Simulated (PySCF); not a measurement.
Start geometry of arsine (`[AsH3]`) from GFN2-xTB (Å):
```
atom  x, y, z in Å
As1    0.0262   -0.0193    0.6546
H2    -0.1575    1.1986   -0.2351
H3    -0.9845   -0.7374   -0.2230
H4     1.1539   -0.4672   -0.2295
```

What comes out of this run: PBE0-D3(BJ)/def2-SVP geometry optimisation, gas phase in PySCF?

```
atom  x, y, z in Å
As1    0.0485   -0.0297    0.6482
H2    -0.1409    1.2436   -0.1695
H3    -0.9660   -0.7894   -0.2000
H4     1.2069   -0.4869   -0.2320
```

The energy falls by 2.3 kJ/mol over 4 energy and gradient evaluations, the largest force component goes from 0.0078 to 2.3e-05 Eh/bohr, and the atoms move by 0.041 Å rms after alignment. The bond that changes most is As1–H4 (ends: arsenic bonded to 3 H; hydrogen on arsenic), which lengthens by 0.024 Å. Bonds longer at the end by more than 0.005 Å: 3 of 3; shorter: 0. Among the angles that change most is H2–As1–H3, from 87.7° to 92.0°. Rotational constants go from 113441, 110976, 108582 to 111787, 111768, 104152 MHz. The orientation of the end geometry is arbitrary; only internal coordinates are fixed.

The run used 47 basis functions and 20 SCF cycles in all. Time: 3.3 s wall; peak memory 0.26 GiB. Hardware: Intel Xeon Platinum 8375C at 2.90 GHz, one thread, no GPU, on a shared host.

Not checked by PBE0-D3(BJ)/def2-SVP frequencies.
